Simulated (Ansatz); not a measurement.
One change: `CCO[SiH2]C` becomes `CC[Se][SiH2]C`.

Ansatz, PBE0-D4/def2-TZVP geometries, multiplicity 1. Each molecule was computed in one conformer, which needn't be the lowest.

Scalar relativity is left out up to krypton. Spin–orbit coupling is left out; it splits and shifts lone-pair levels of the heavy atoms by tenths of an eV.

| property | `CCO[SiH2]C` |
| --- | --- |
| HOMO energy (ωB97M-V/def2-TZVPP) / eV | -10.28 |
| HOMO energy (B3LYP/def2-TZVPP) / eV | -7.70 |
| HOMO–LUMO gap (PBE/def2-TZVPP) / eV | 6.36 |
| LUMO energy (PBE0/def2-TZVPP) / eV | 0.82 |
| HOMO–LUMO gap (B3LYP/def2-TZVPP) / eV | 8.27 |
| HOMO–LUMO gap (PBE0/def2-TZVPP) / eV | 8.71 |

Task: What does the change do to each property? (An estimate is asked.)

Result: Ansatz gave: 
```csv
property,`CC[Se][SiH2]C`,shift
HOMO energy (ωB97M-V/def2-TZVPP) / eV,-8.58,1.70
HOMO energy (B3LYP/def2-TZVPP) / eV,-6.19,1.51
HOMO–LUMO gap (PBE/def2-TZVPP) / eV,4.38,-1.98
LUMO energy (PBE0/def2-TZVPP) / eV,-0.07,-0.89
HOMO–LUMO gap (B3LYP/def2-TZVPP) / eV,5.90,-2.37
HOMO–LUMO gap (PBE0/def2-TZVPP) / eV,6.35,-2.36
```

With PBE0 the HOMO rises by 1.48 eV and the LUMO falls by 0.89 eV, so the gap narrows by about 2.37 eV. PBE moves the HOMO by 1.09 eV and ωB97M-V by 1.70 eV.

Positive LUMOs are unbound, so they and the gaps depend on the basis.

B3LYP here is the variant with VWN-RPA as its local correlation; programs differ in this.
